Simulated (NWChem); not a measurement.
CH$_{5}$ClOSi$_{2}$; SMILES [Si@H]1([SiH2]CO1)Cl

```xyz
10

Cl     0.2454    -2.0844     0.4834
Si    -0.0837    -0.3725    -0.6660
O     -1.4608     0.4765    -0.2169
C     -0.9928     1.6965     0.4426
Si     0.9146     1.5991     0.0750
H     -0.1753    -0.8668    -2.0611
H     -1.5061     2.5524    -0.0075
H     -1.2532     1.6588     1.5061
H      1.8254     1.6136     1.2503
H      1.3884     2.5845    -0.9352
```
Atoms are numbered in this order, from 1.

Level: B3LYP/6-31G* (spherical d) (NWChem), optimised geometry, unscaled harmonic frequencies. B3LYP is NWChem's, with the RPA form of VWN correlation.

| frequency (cm⁻¹) | IR intensity (km/mol) |
|---|---|
| 90 | 1.3 |
| 131 | 2.3 |
| 230 | 9.5 |
| 386 | 22.9 |
| 435 | 9.7 |
| 471 | 1.8 |
| 524 | 75.5 |
| 558 | 32.2 |
| 640 | 11.2 |
| 705 | 141.5 |
| 747 | 10.6 |
| 822 | 78.6 |
| 845 | 30.3 |
| 861 | 207.5 |
| 948 | 93.7 |
| 981 | 106.6 |
| 1211 | 0.6 |
| 1289 | 7.0 |
| 1509 | 0.9 |
| 2238 | 120.7 |
| 2259 | 90.8 |
| 2269 | 177.1 |
| 3064 | 34.8 |
| 3115 | 16.4 |

zero-point energy: 37.6 kcal/mol
thermal correction to the enthalpy at 298.15 K (with zero-point energy): 42.4 kcal/mol
heat capacity Cv: 23.7 cal/(mol K)
entropy at 298.15 K and 1 atm (symmetry number 1): 82.2 cal/(mol K)
dipole moment: 2.76 D

Rigid rotor and harmonic oscillator; modes under 100 cm⁻¹ make the entropy uncertain.
